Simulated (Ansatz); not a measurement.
Geometry optimisation, RKS PBE/6-31G in Ansatz 0.2.0.

Input:

```yaml
crystal:
  periodic: [false, false, false]
  atoms:
    - { symbol: C, position_ang: [1.2652, -0.9, -1.7095] }
    - { symbol: Si, position_ang: [1.2045, -0.6459, 0.1326] }
    - { symbol: B, position_ang: [-0.4969, 0.1789, 0.6814] }
    - { symbol: C, position_ang: [-1.3845, -0.5984, 1.6508] }
    - { symbol: B, position_ang: [-0.8473, 1.7074, 0.1763] }
    - { symbol: O, position_ang: [0.0627, 2.4846, -0.6633] }
    - { symbol: H, position_ang: [2.1846, -1.3522, -2.0263] }
    - { symbol: H, position_ang: [1.1878, 0.1551, -2.2169] }
    - { symbol: H, position_ang: [0.3546, -1.4607, -1.9839] }
    - { symbol: H, position_ang: [2.3354, 0.2146, 0.56] }
    - { symbol: H, position_ang: [1.3356, -1.9615, 0.7898] }
    - { symbol: H, position_ang: [-1.03, -1.6029, 1.9162] }
    - { symbol: H, position_ang: [-1.6475, -0.0092, 2.5784] }
    - { symbol: H, position_ang: [-2.4649, -0.7209, 1.1675] }
    - { symbol: H, position_ang: [-1.8605, 2.1951, 0.558] }
    - { symbol: H, position_ang: [-0.2215, 2.2933, -1.5669] }
basis:
  gaussian: { orbitals: "6-31G" }
hamiltonian:
  xc: pbe
relax:
  f_tol: 0.015
  max_steps: 40
```

Run as:

```bash
$ ansatz run input.yaml --threads 1 --pin off --max-ram 2048MiB --backend cpu --events-out ev --progress --plain --runs-dir out
```

Task: Where does it end, and by what steps?

Result: The forces met the threshold. Limits of this set-up: no polarisation functions. After 31 steps the energy has fallen by 1.718 eV; H15 moved furthest, 1.47 Å.

```csv
step,energy less start (eV),largest force component (eV/Å),accepted
0,0.0000,2.514,yes
2,-0.8073,1.709,yes
4,-1.4232,0.859,yes
6,-1.4718,0.309,no
8,-1.5183,0.076,yes
10,-1.5403,0.462,yes
12,-1.6160,0.422,yes
14,-1.6774,0.262,yes
16,-1.7028,0.342,yes
18,-1.7095,0.067,yes
20,-1.7066,0.405,no
22,-1.7143,0.118,yes
24,-1.7166,0.079,yes
26,-1.7177,0.066,yes
28,-1.7180,0.057,yes
30,-1.7183,0.016,yes
31,-1.7183,0.012,yes
```

```xyz
16
Properties=species:S:1:pos:R:3
C 1.426 -1.016 -1.637
Si 1.300 -0.637 0.262
B -0.546 0.183 0.654
C -1.604 -0.654 1.470
B -0.732 1.762 0.140
O -1.055 2.062 -1.186
H 2.447 -1.343 -1.892
H 1.181 -0.111 -2.217
H 0.719 -1.813 -1.920
H 2.435 0.316 0.620
H 1.562 -1.925 1.038
H -1.504 -1.749 1.364
H -1.373 -0.439 2.541
H -2.656 -0.360 1.313
H -0.520 2.685 0.910
H -1.104 3.018 -1.417
```

Whether the end is a true minimum wasn't checked by a vibrational analysis.

Run time: 3 min on 1 thread of Arm Neoverse V1, on a shared host, peak memory 0.15 GiB.
